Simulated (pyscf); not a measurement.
Single points on ωB97X-D3(BJ)/def2-SVP structures (PySCF, gas phase). Correlated levels are frozen-core, on RHF or UHF. ΔMP2 is the change of the MP2 total energy from the triple- to the quadruple-zeta basis. Singlets are restricted, triplets unrestricted.

Singlet (Å):
```xyz
6

B     -1.6563    -0.7752     0.2464
C     -0.7780     0.2889    -0.0028
O      0.0088     1.2769    -0.1380
H     -2.8334    -0.5934     0.0457
H     -1.1737    -1.8190     0.6174
H      0.3632     1.3287    -1.0466
```

Triplet (Å):
```xyz
6

B     -0.1261     0.1274    -0.8862
C      1.0759     0.1972     0.0175
O      1.2530     0.3210     1.3030
H     -1.2191     0.1966    -0.3538
H     -0.0055     0.0086    -2.0788
H      0.4019     0.3809     1.7755
```

Q: For these two minima of [H₂B–C–OH] (SMILES B[C]O), which spin state lies lower at CCSD(T)/def2-TZVPP + ΔMP2(QZVPP), and by how much (electronic energies)?

A: The singlet, by 21.1 kcal/mol. Zero-point energy shifts E(triplet) − E(singlet) by -0.3 kcal/mol. [H₂B–C–OH] [singlet] lies 105.6 kcal/mol over its isomer H₃C–B=O, and others may lie lower still (electronic energy, ωB97M-D3(BJ)). 

E(triplet) − E(singlet) by level (kcal/mol):

| level | gap |
|---|---|
| ωB97X-D3(BJ)/def2-TZVP | +19.6 |
| PBE/def2-TZVP | +20.9 |
| r²SCAN/def2-TZVP | +14.8 |
| B3LYP-D3(BJ)/def2-TZVP | +19.5 |
| PBE0-D3(BJ)/def2-TZVP | +17.0 |
| M06-2X/def2-TZVP | +18.2 |
| ωB97M-D3(BJ)/def2-TZVP | +22.0 |
| HF/def2-TZVP | -2.6 |
| MP2/def2-QZVPP | +20.8 |
| CCSD/def2-TZVPP | +18.0 |
| CCSD(T)/def2-TZVPP | +20.4 |
| CCSD(T)/def2-TZVPP + ΔMP2(QZVPP) | +21.1 |

The triplet is the lowest one reached from the SCF start used. The CCSD(T) − MP2 part came from Ansatz, without density fitting, on the same reference.
